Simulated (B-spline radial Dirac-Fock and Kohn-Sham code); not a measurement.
## Eu²³⁺: scattering cross sections and density moments

System: europium as Eu²³⁺, configuration [Kr] 4d4.

Input file task.json (cfg lists n, l and occupation; rrms is the nuclear radius in fm):

```json
{"items": [{
  "Z": 63,
  "q": 23,
  "cfg": [[1, 0, 2], [2, 0, 2], [2, 1, 6], [3, 0, 2], [3, 1, 6], [3, 2, 10], [4, 0, 2], [4, 1, 6], [4, 2, 4]],
  "A": 153,
  "rrms": 5.1115,
  "do": ["scatter"],
  "s": [0.0, 0.03, 0.04, 0.05, 0.07, 0.09, 0.11, 0.14, 0.18, 0.23, 0.3, 0.38, 0.48, 0.62, 0.79, 1.01, 1.29, 1.64, 2.1, 2.68, 3.43, 4.38, 5.59],
  "pz": [0, 0.1, 0.14, 0.2, 0.29, 0.41, 0.57, 0.82, 1.2, 1.6, 2.3, 3.3, 4.7, 6.7, 9.4, 13.0, 19.0, 27.0, 38.0, 54.0, 77.0],
  "hv_scatter": [1000, 2000, 8047.8, 10000, 17479.3, 30000, 50000, 100000]
}]}
```

Run with: `python xray_run.py task.json out`

Calculated with a B-spline atomic structure program, using Dirac-Fock densities.

* Sum of ⟨r⟩: 11.54 bohr
* Sum of ⟨r²⟩: 5.332 bohr²
* Sum of ⟨1/r⟩: 397.15 per bohr
* Langevin diamagnetic susceptibility: -4.22 × 10⁻⁶ cm³/mol
* Lamb shielding (α²/3)Σ⟨1/r⟩: 7050 ppm

Coherent scattering is the Thomson cross section weighted by f₀², without anomalous dispersion; incoherent scattering is Klein-Nishina weighted by S. The Lamb formula is the non-relativistic shielding expression. Electron correlation is left out. A dash stands where the photon energy is too low for the impulse approximation behind that column.

```tsv
hν (keV)	coherent (b)	incoherent (b)	incoherent per electron (b)
1	1058	–	–
2	1038	–	–
8.0478	755.7	3.363	0.0841
10	657.3	4.483	0.112
17.4793	400.1	8.051	0.201
30	211.4	11.66	0.291
50	100.5	14.44	0.361
100	32.87	16.03	0.401
```
